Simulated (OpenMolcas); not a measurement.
Fe2+ in SrF2: curves along the breathing mode

Fe2+ with its 8 nearest fluoride ions, on the Sr site of SrF2 (a = 5.796 Å, distance in the model lattice 2.510 Å). The rest of the host is ab initio model potentials to 7.6 Å and point charges beyond; the distance is set by hand and nothing relaxes. Ligand basis ANO-RCC-VDZP.

```yaml
Program: OpenMolcas 26.06
Method: CASSCF
Basis: ANO-RCC-VDZP [5s4p2d1f]
Scalar_Hamiltonian: DKH2, point nucleus
Active_space: 6 electrons in 5 orbitals (3d)
State_averaging: 2S+1 = 5 even, 5 roots; 2S+1 = 3 even, 45 roots; 2S+1 = 1 even, 50 roots
Spin-orbit_coupling: state interaction with AMFI integrals over the reference wave functions
```

Spin-free energies (labels of O, the rotations of Oh) in cm-1 above the lowest fitted minimum, as all ligands move together:

```csv
R (Å),5E,5T2,3T1,3E,3T2,3T1(2),3T1(3)
2.174,3160,8070,23330,25780,27630,27430,30690
2.225,540,4810,21100,23100,24830,24740,27480
2.277,90,3800,20960,22600,24200,24210,26540
2.379,4730,7590,26030,27140,28500,28660,30480
2.43,9400,11920,30840,31760,33010,33220,34910
2.482,15560,17790,37110,37880,39010,39250,40880
```

Cubic fits give the following; the wavenumber is harmonic, with the mass of all moving ligands, small differences in it between states hang on the degree of the fit, a number in brackets counts states of one label, and the table is a selection of at most 14 states with clean curves.

| State | R0 (Å) | Breathing mode (cm-1) | Minimum (cm-1) |
| --- | --- | --- | --- |
| 5E | 2.263 | 410 | 0 |
| 5T2 | 2.276 | 413 | 3790 |
| 3T1 | 2.255 | 405 | 20770 |
| 3E | 2.264 | 409 | 22520 |
| 3T2 | 2.267 | 408 | 24150 |
| 3T1(2) | 2.265 | 408 | 24150 |
| 3T1(3) | 2.274 | 414 | 26530 |
| 3A2 | 2.266 | 410 | 26110 |
| 3T2(2) | 2.274 | 414 | 27780 |
| 3A1 | 2.263 | 410 | 27930 |
| 3T1(4) | 2.273 | 408 | 29740 |
| 3E(2) | 2.268 | 410 | 29590 |
| 3T1(5) | 2.283 | 420 | 30650 |
| 3T2(3) | 2.278 | 413 | 32040 |

The minimum of 5T2 is shifted by +0.0132 Å against 5E (from the unrounded fits). With M = 152.0 u for the moving shell, the Huang-Rhys factor in this mode is S = M ω ΔR² / 2ħ = 0.01483 × 152.0 × 410 × 0.0132² = 0.16. Only the first shell moves, against a rigid host.

An orbital doublet at a regular site is open to a Jahn-Teller distortion, which this geometry leaves out. Without dynamic correlation the repulsion within the d shell is too large (B by tens of per cent), so at a given field states of lower spin stand too high. Ligand-to-metal charge-transfer states are missing. With no ligand orbital active B as a rule stays too high, so bands that hang on it stand too high and its fall with covalency is understated. With metal d orbitals alone and no dynamic correlation 10Dq can be off by a tenth to a fifth, either way, in oxide and fluoride hosts. No measured value stands beside these numbers.
